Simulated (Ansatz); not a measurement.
System: BNHCl2 (charge 0, doublet). SMILES: [NH]B(Cl)Cl
Geometry: optimised at B3LYP-D3(BJ)/def2-TZVP (Ansatz, an electronic-structure program).

Quantity: atomisation energy, in kcal/mol. Conventions: no dispersion term unless named; 6-311+G** with 5d, 6d on Na to Ar in Ansatz; atomisation electronic, to ground-state atoms; LANL2DZ with its own core potentials from Na on; frozen cores in correlated levels; spin-orbit terms left out; open shells spin-unrestricted; 6-31G* and kin with 6d, 5d where marked; non-relativistic. CBS(X,Y): correlation extrapolated as X^-3; Hartree-Fock from the larger set (for Q and 5 zeta extrapolated as (X+1)exp(-9√X)). First-principles rows: single points at B3LYP-D3(BJ) geometries (Ansatz).

Coupled cluster (Ansatz) is a level with limits of its own, used here on species with T1 under 0.025 (0.045 for open shells) and stable references: CCSD(T)/CBS(cc-pV(Q+d)Z,cc-pV(5+d)Z).

Value to compare with, CCSD(T)/CBS(cc-pV(Q+d)Z,cc-pV(5+d)Z) (Ansatz): 398.2 kcal/mol.

```json
[
 {"level": "HF/6-311+G**", "program": "Ansatz", "atomisation energy (kcal/mol)": "281.5", "difference": "-116.7"},
 {"level": "PBE/LANL2DZ", "program": "Ansatz", "atomisation energy (kcal/mol)": "380.9", "difference": "-17.3"},
 {"level": "PBE/def2-SVP", "program": "Ansatz", "atomisation energy (kcal/mol)": "426.0", "difference": "27.8"},
 {"level": "PBE/6-311+G**", "program": "Ansatz", "atomisation energy (kcal/mol)": "415.7", "difference": "17.5"},
 {"level": "B3LYP/3-21G", "program": "Ansatz", "atomisation energy (kcal/mol)": "366.8", "difference": "-31.4"},
 {"level": "B3LYP/6-31G", "program": "Ansatz", "atomisation energy (kcal/mol)": "362.6", "difference": "-35.6"},
 {"level": "B3LYP/6-31G*", "program": "Ansatz", "atomisation energy (kcal/mol)": "395.0", "difference": "-3.2"},
 {"level": "PBE0/6-31G*", "program": "Ansatz", "atomisation energy (kcal/mol)": "403.6", "difference": "5.4"},
 {"level": "PBE0/6-311+G**", "program": "Ansatz", "atomisation energy (kcal/mol)": "403.9", "difference": "5.7"},
 {"level": "MP2/3-21G", "program": "Ansatz", "atomisation energy (kcal/mol)": "308.6", "difference": "-89.6"},
 {"level": "B3LYP/def2-TZVPD", "program": "Ansatz", "atomisation energy (kcal/mol)": "398.5", "difference": "0.3"}
]
```

Among the 10 habitual levels, HF/6-311+G** lies farthest from CCSD(T)/CBS(cc-pV(Q+d)Z,cc-pV(5+d)Z) (Ansatz) (-116.7 kcal/mol) and B3LYP/6-31G* nearest (-3.2); 4 of 10 lie above it, and their mean absolute difference is 35.0 kcal/mol, the median 22.6. One case shows no general order.

The levels are drawn from those run, B3LYP/6-31G* more often than the rest, none by its result; left out are runs that failed, that the program found above a lower state of the same kind, or whose <S^2> lies over 0.5 above the pure value.
